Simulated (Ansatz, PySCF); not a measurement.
C$_{2}$H$_{6}$Sb, charge +1, singlet, geometry from GFN2-xTB (core potentials on Sb). Base run: PySCF with B3LYP5/def2-SVPD.

Input for PySCF:
```python
from pyscf import gto, scf, dft

mol = gto.Mole()
mol.atom = '''
    Sb    0.252956    0.065450    0.313855
    C     0.539798    0.019242   -1.835430
    H     0.496103   -1.020155   -2.157190
    H     1.506764    0.438301   -2.101796
    H    -0.260655    0.578732   -2.316465
    C    -1.869240   -0.363222    0.185924
    H    -2.029907   -1.171392   -0.525551
    H    -2.371777    0.534843   -0.170054
    H    -2.264616   -0.634387    1.161491
'''
mol.basis = 'def2-svpd'
mol.ecp = {'Sb': 'def2-svpd'}
mol.charge = 1
mol.spin = 0
mol.verbose = 4
mol.build()

mf = dft.RKS(mol)
mf.xc = 'b3lyp5'
mf.kernel()
```

The same geometry, method and basis name were run in Ansatz (a first-principles code) and PySCF, at each program's defaults and at the settings that a row names. The base is PySCF at its defaults. Differences at the defaults can come from grids, fitting, cores and function types together.

```json
[
 {"code and settings": "PySCF, defaults (exact integrals, its default grid, spherical functions)", "ΔE vs base (mEh)": "0.000", "basis functions": "120", "E (Eh)": "-319.64784", "SCF cycles": "10"},
 {"code and settings": "Ansatz, defaults (factorised integrals, its default grid, spherical functions)", "ΔE vs base (mEh)": "0.010", "basis functions": "120", "E (Eh)": "-319.64783", "SCF cycles": "-"},
 {"code and settings": "PySCF, density fitting with def2-universal-jkfit", "ΔE vs base (mEh)": "-0.047", "basis functions": "120", "E (Eh)": "-319.64788", "SCF cycles": "10"},
 {"code and settings": "PySCF, fine grid", "ΔE vs base (mEh)": "0.002", "basis functions": "120", "E (Eh)": "-319.64783", "SCF cycles": "10"},
 {"code and settings": "Ansatz, high accuracy", "ΔE vs base (mEh)": "0.002", "basis functions": "120", "E (Eh)": "-319.64783", "SCF cycles": "-"}
]
```
